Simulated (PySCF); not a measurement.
Compound: C6H7O2 (doublet state).
Z-matrix (Å and degrees, GFN2-xTB geometry), rows numbered from 1:
```
C 
C   1  1.2718
C   2  1.5096  1  136.97
C   3  1.5355  2   90.75  1  -178.22
C   4  1.5294  3   90.95  2    -0.55
C   5  1.4901  2  110.39  1   -64.45
O   6  1.2045  5  125.83  2   -89.37
O   6  1.3448  5  111.60  2    88.59
H   1  1.0596  2  145.17  3  -179.50
H   3  1.0888  2  113.14  1   -60.25
H   3  1.0884  2  112.88  1    64.44
H   4  1.0869  3  114.76  2   116.64
H   4  1.0878  3  114.12  2  -115.46
H   5  1.0880  2  111.25  1    59.08
H   8  0.9699  6  110.00  5  -176.77
```

The hyperfine couplings belong to this conformer and change with its torsions.

The species is `[C@@H]1(/C(CC1)=[C]\[H])C(=O)O` [radical].

Computed, not measured: PySCF, UKS B3LYP, pcH-1 on C H O, non-relativistic, mean-field spin-orbit, GIAO. The structure is a single GFN2-xTB conformer in the gas phase; no vibrational or solvent corrections. A GFN2-xTB geometry isn't a minimum of the functional, and hyperfine couplings can be far from their values at a DFT geometry. The SCF solution wasn't tested for stability.

Principal values of hyperfine tensors in MHz (contact and dipolar terms together), for some of the nuclei:

| atom | isotope | A1 | A2 | A3 |
| --- | --- | --- | --- | --- |
| C5 | 13C | 84.15 | 84.35 | 120.83 |
| C3 | 13C | 69.01 | 69.93 | 85.71 |
| C2 | 13C | -34.40 | -19.19 | -1.40 |
| H14 | 1H | -22.82 | -17.52 | -8.60 |
| H11 | 1H | -14.21 | -12.17 | -5.10 |
| H10 | 1H | -13.72 | -11.49 | -4.37 |
| C6 | 13C | -8.70 | -8.04 | -7.10 |
| H9 | 1H | -26.38 | 0.60 | 43.70 |

Question: Split each tensor into its isotropic and traceless parts, and turn a_iso into mT with g = 2.0023.

Answer: a_iso = (A1 + A2 + A3)/3, Ti = Ai − a_iso; 1 mT corresponds to 28.025 MHz.

```tsv
atom	a_iso (MHz)	a_iso (mT)	T1	T2	T3
C5	96.44	3.441	-12.29	-12.10	24.39
C3	74.88	2.672	-5.87	-4.95	10.83
C2	-18.33	-0.654	-16.07	-0.86	16.93
H14	-16.31	-0.582	-6.50	-1.21	7.72
H11	-10.50	-0.375	-3.72	-1.68	5.39
H10	-9.86	-0.352	-3.86	-1.63	5.49
C6	-7.94	-0.283	-0.75	-0.09	0.85
H9	5.98	0.213	-32.35	-5.37	37.73
```

Question: What spin density at the nucleus of C2 lies behind its contact coupling (g_N = 1.40482)?

Answer: a_FC = (2μ0/3) gₑ μB g_N μN ρ(0)/(2S·h) = 800.24 MHz × g_N × ρ(0)/(2S), with ρ in bohr⁻³. With a_FC = -18.33 MHz and 2S = 1, ρ(0) = -0.0163 bohr⁻³.

Question: C1 (13C, g_N = 1.40482) isn't in the table. Its spin density at the nucleus is 0.2073 bohr⁻³. What is its contact coupling?

Answer: By the same relation, a_FC = 233.1 MHz. Its full tensor has the principal values 154.01, 174.56, 370.65 MHz.

Question: Name the largest traceless tensor T of the table and describe it.

Answer: H9: -32.4, -5.4, 37.7 MHz, rhombic: the two smaller values differ by 72 % of the largest.

Question: What first-order splitting does C2 cause when the field lies along A1, A2 or A3 of its tensor (g taken as isotropic, no quadrupole term)?

Answer: 2 lines (I = 1/2), spaced by |A_i|/(g × 13.996): 1.23, 0.68, 0.05 mT along the axes of A1, A2 and A3.

The run took 61 s of wall time (grids of density and orbitals included) on one thread, Arm Neoverse V2 (aarch64), shared host with 96 logical CPUs at a one-minute load of 28, and the process peaked at 1.1 GiB of memory.
